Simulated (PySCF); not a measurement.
SnF₂Cl₂, SMILES [F][Sn]([F])([Cl])[Cl].

Coordinates come from a r2SCAN-D4/def2-SVP optimisation. The def2 effective core potentials stand for the cores of Sn; spin–orbit coupling is left out.

Level of theory: TDA-B3LYP/def2-SVPD in PySCF 2.14.0.

Vertical excitations. Gas-phase values at a fixed geometry. State labels are in the subgroup C2v.

Computed excitation energies, oscillator strengths and character:
```json
[
 {"state": "S1", "symmetry": "B1", "energy (eV)": "4.72", "λ (nm)": "263", "f": "0.011", "main pairs": "HOMO→LUMO 98 %"},
 {"state": "S2", "symmetry": "A2", "energy (eV)": "4.77", "λ (nm)": "260", "f": "0.000", "main pairs": "HOMO−1→LUMO 100 %"},
 {"state": "S3", "symmetry": "B2", "energy (eV)": "4.99", "λ (nm)": "249", "f": "0.017", "main pairs": "HOMO−2→LUMO 99 %"},
 {"state": "S4", "symmetry": "A1", "energy (eV)": "5.05", "λ (nm)": "246", "f": "0.019", "main pairs": "HOMO−3→LUMO 98 %"},
 {"state": "S5", "symmetry": "B2", "energy (eV)": "6.26", "λ (nm)": "198", "f": "0.017", "main pairs": "HOMO−5→LUMO 96 %"},
 {"state": "S6", "symmetry": "A2", "energy (eV)": "6.30", "λ (nm)": "197", "f": "0.000", "main pairs": "HOMO−7→LUMO 99 %"},
 {"state": "S7", "symmetry": "B1", "energy (eV)": "6.31", "λ (nm)": "196", "f": "0.175", "main pairs": "HOMO−4→LUMO 79 %, HOMO−8→LUMO 16 %"},
 {"state": "S8", "symmetry": "A1", "energy (eV)": "6.47", "λ (nm)": "192", "f": "0.051", "main pairs": "HOMO−6→LUMO 85 %"},
 {"state": "S9", "symmetry": "B1", "energy (eV)": "7.46", "λ (nm)": "166", "f": "0.098", "main pairs": "HOMO−8→LUMO 73 %"},
 {"state": "S10", "symmetry": "A1", "energy (eV)": "7.75", "λ (nm)": "160", "f": "0.065", "main pairs": "HOMO−9→LUMO 72 %, HOMO−2→LUMO+1 14 %"},
 {"state": "T1", "symmetry": "B1", "energy (eV)": "4.29", "λ (nm)": "289", "f": "0", "main pairs": "HOMO→LUMO 98 %"},
 {"state": "T2", "symmetry": "A2", "energy (eV)": "4.39", "λ (nm)": "282", "f": "0", "main pairs": "HOMO−1→LUMO 98 %"},
 {"state": "T3", "symmetry": "B2", "energy (eV)": "4.53", "λ (nm)": "274", "f": "0", "main pairs": "HOMO−2→LUMO 98 %"},
 {"state": "T4", "symmetry": "A1", "energy (eV)": "4.59", "λ (nm)": "270", "f": "0", "main pairs": "HOMO−3→LUMO 98 %"}
]
```
Triplets are in the Tamm–Dancoff approximation.
